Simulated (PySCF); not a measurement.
BrH, SMILES Br (connectivity only; charge and spin as stated), charge +1, multiplicity 2.

Geometry: B3LYP-D3(BJ)/def2-TZVPD. The spin state was assumed, not searched.

All values below come from PySCF with SMD-M06-2X/6-31G*.

Solvation free energies are E(SMD) − E(gas) at the gas-phase geometry, for 1 M in both phases. Bromine has the revised SMD18 radius of 2.60 Å.

Q: Rank water, n-hexane, 2-propanol by solvation free energy, most negative first.

A: water (-66.7 kcal/mol), 2-propanol (-66.1 kcal/mol), n-hexane (-33.4 kcal/mol)
